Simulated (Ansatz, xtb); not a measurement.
# Two isomers of C4H8BF

Structure I is `FB1CCCC1`, a singlet and structure II is `C/C=C(/C)BF`, a singlet. Both are isolated molecules in the gas phase, relaxed with B3LYP-D3(BJ)/def2-SVP; the shapes shown needn't be the lowest conformers.

I (Å):

```xyz
14

C     0.2154    0.7747    0.8923
C    -0.7138    0.2408   -0.2216
C    -2.1471    0.3712    0.3384
C    -2.1737    1.7176    1.0970
B    -0.6871    1.8545    1.6003
F    -0.2584    2.7476    2.4896
H     1.2073    1.1126    0.5531
H     0.4026   -0.0178    1.6465
H    -0.6147    0.8816   -1.1160
H    -0.4784   -0.7867   -0.5423
H    -2.9155    0.2881   -0.4468
H    -2.3335   -0.4517    1.0515
H    -2.3401    2.5537    0.3862
H    -2.9597    1.8083    1.8631
```

II (Å):

```xyz
14

C     0.9085    2.1644    2.1945
C    -0.3314    1.5164    1.6630
C    -0.8593    0.3086    1.9794
C    -2.1366   -0.1619    1.3168
B    -0.1934   -0.6305    3.0146
F    -0.7707   -1.8047    3.2759
H     1.6058    2.3879    1.3677
H     0.6624    3.1376    2.6549
H     1.4341    1.5517    2.9365
H    -0.8676    2.1230    0.9168
H    -2.9227   -0.3648    2.0636
H    -2.5275    0.5789    0.6019
H    -1.9798   -1.1102    0.7755
H     0.8229   -0.3955    3.6224
```

Quicker runs give these differences E(II) − E(I): GFN2-xTB +65.7 kJ/mol; HF/STO-3G +202.0 kJ/mol (at GFN2-xTB geometries); r2SCAN-D4/def2-SVP +93.9 kJ/mol (at GFN2-xTB geometries).

**Question.** Estimate E(II) − E(I) at the level CCSD(T)/def2-SVP + ΔMP2/def2-TZVPP.

**Answer.** Calculated at CCSD(T)/def2-SVP + ΔMP2/def2-TZVPP: E(II) − E(I) = +79.5 kJ/mol, so structure I lies lower.

Level by level:

```tsv
level	geometry	E(II) − E(I) (kJ/mol)	departure from the last row (kJ/mol)	job, with rough time for the two
GFN2-xTB	GFN2-xTB	+65.7	−13.8	optimisation, 0.36 s
HF/STO-3G	GFN2-xTB	+202.0	+122.6	single point, 0.57 s
r2SCAN-D4/def2-SVP	GFN2-xTB	+93.9	+14.4	single point, 3.6 s
B3LYP-D3(BJ)/def2-SVP	B3LYP-D3(BJ)/def2-SVP	+78.5	−1.0	optimisation, 77 s
HF/def2-SVP	B3LYP-D3(BJ)/def2-SVP	+76.8	−2.7	part of the CCSD(T) run
MP2/def2-SVP	B3LYP-D3(BJ)/def2-SVP	+92.8	+13.4	part of the CCSD(T) run
CCSD(T)/def2-SVP	B3LYP-D3(BJ)/def2-SVP	+83.7	+4.3	single point
CCSD(T)/def2-SVP + ΔMP2/def2-TZVPP	B3LYP-D3(BJ)/def2-SVP	+79.5		single point, 80 s
```

As drawn, II has 1 C=C, 1 B–H in place of 1 C–B, 1 C–C, 1 C–H. Structure I has a 5-membered ring, II no ring.

The levels shown agree on the order. The largest departure from CCSD(T)/def2-SVP + ΔMP2/def2-TZVPP is that of HF/STO-3G, 122.6 kJ/mol. The last row adds to CCSD(T) the change of the MP2 difference between the two basis sets, here −4.3 kJ/mol.

With thermal terms from frequencies at re-optimised GFN2-xTB minima (ideal gas, soft modes damped towards free rotors, one conformer each, 298.15 K, 1 atm): the zero-point term adds −12.7 kJ/mol; ΔH is +71.7 and ΔG +58.3 kJ/mol.

The correlated steps freeze 6 core orbitals. Programs: Ansatz 0.2.0, xtb 6.7.1; the last row on 2 threads of Intel(R) Xeon(R) Processor @ 2.70GHz on a shared host.
